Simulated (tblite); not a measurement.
Species: C7H15OP.
Bonds: C1–C2, C2–C3, C3–C4, C3–C5, C3–P6, P6–O7 (double), P6–C8, C8–C9, P6–C9. Hydrogens: H10, H11, H12 on C1; H13, H14 on C2; H15, H16, H17 on C4; H18, H19, H20 on C5; H21, H22 on C8; H23, H24 on C9.

The geometry is computed with GFN2-xTB (gas phase).

Some entries are withheld. Bonds in one row agree within 0.01 Å.

```
             coordinate    value
                  C1–C2  1.522 Å
                  C2–C3  1.530 Å
           C3–C4, C3–C5        ?
                  C3–P6  1.860 Å
                  P6=O7        ?
           P6–C8, P6–C9        ?
                  C8–C9  1.562 Å
 C1–H10, C1–H11, C1–H12  1.089 Å
         C2–H13, C2–H14  1.093 Å
C4–H15 and 5 like bonds  1.088 Å
         C8–H21, C9–H24  1.082 Å
         C8–H22, C9–H23  1.080 Å
               C1–C2–C3   113.2°
               C2–C3–C4        ?
               C2–C3–C5        ?
               C2–C3–P6   105.8°
               C4–C3–C5        ?
               C4–C3–P6   104.6°
               C5–C3–P6   112.2°
               C3–P6–O7   116.8°
               C3–P6–C8   116.9°
               C3–P6–C9   114.0°
               O7–P6–C8   121.4°
               O7–P6–C9   120.1°
               C8–P6–C9    51.1°
               P6–C8–C9        ?
```

Task: Estimate the withheld lengths and angles.

Result: 
- C3–C4, C3–C5 = 1.523 Å, drawn single (sp3 carbon bound to phosphorus to methyl carbon); equal to the sum of covalent radii, 1.52 Å.
- P6=O7 = 1.469 Å, drawn double (phosphoryl phosphorus to phosphoryl oxygen); 0.26 Å below the sum of covalent radii, 1.73 Å.
- P6–C8, P6–C9 = 1.811 Å, drawn single (phosphoryl phosphorus to sp3 carbon bound to phosphorus); 0.02 Å below the sum of covalent radii, 1.83 Å.
- C2–C3–C4 = 110.2°, at the sp3 carbon bound to phosphorus; the outer atoms are 2.508 Å apart.
- C2–C3–C5 = 112.9°, at the sp3 carbon bound to phosphorus; the outer atoms are 2.541 Å apart.
- C4–C3–C5 = 110.8°, at the sp3 carbon bound to phosphorus; the outer atoms are 2.508 Å apart.
- P6–C8–C9 = 64.5°, at the sp3 carbon bound to phosphorus, inside a 3-membered ring; the outer atoms are 1.812 Å apart.

Radii are Cordero's, carbon taken as 0.76, 0.73 or 0.69 Å for four, three, and two or fewer neighbours.

Its GFN2-xTB frequencies are all real (lowest 59 cm⁻¹). One conformer, not necessarily the lowest (C1–C2–C3–C4 171°, C2–C3–P6–O7 48°).
